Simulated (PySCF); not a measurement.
**Te₂ from Hartree–Fock to correlated methods**

State: ³Σg⁻ (triplet), unpaired electrons π ↑↑. Set-up: Te x2c-TZVPPall; spin-free X2C with a Gaussian nucleus (PySCF 2.14). De refers to Te + Te in their high-spin ground configurations, without counterpoise correction. The functionals are run spin-unrestricted.

```tsv
Level	Re (Å)	ωe (cm⁻¹)	De (eV)	CPU s a point (SCF and correlation, without the integrals)
ROHF	2.524	285	0.88	2.1
ROHF-MP2	2.561	249	2.99	4.3
ROHF-SCS-MP2	2.557	256	2.66	n/a
ROHF-CCSD	2.549	264	2.38	n/a
ROHF-CCSD(T)	2.568	252	2.68	170
PBE	2.584	245	3.43	2.7
revPBE	2.592	242	3.16	1.8
TPSS	2.577	248	3.33	3.8
r²SCAN	2.562	256	3.16	3.8
PBE0	2.547	264	3.06	6
M06	2.576	253	3.36	4.4
BHandHLYP	2.543	269	2.56	3.2
ωB97X-V	2.519	282	2.88	15
```

The bond length runs from 2.519 Å (ωB97X-V) to 2.592 Å (revPBE). De spans 0.88 eV (ROHF, mean field) to 3.43 eV (PBE, GGA). Correlation at CCSD(T) changes the Hartree–Fock bond energy by +1.80 eV; the triples alone change it by +0.30 eV.

Correlated steps freeze 36 core orbitals. These are scalar-relativistic numbers at best; spin–orbit coupling would shift them, the dissociation energy most. The state is the lowest determinant that a PBE0 search found; another state may lie lower at other levels.

The whole job (state search and all levels along the bond) took about 19 min on 2 threads of Intel Xeon Platinum 8488C (shared host), peak memory 5.2 GiB.
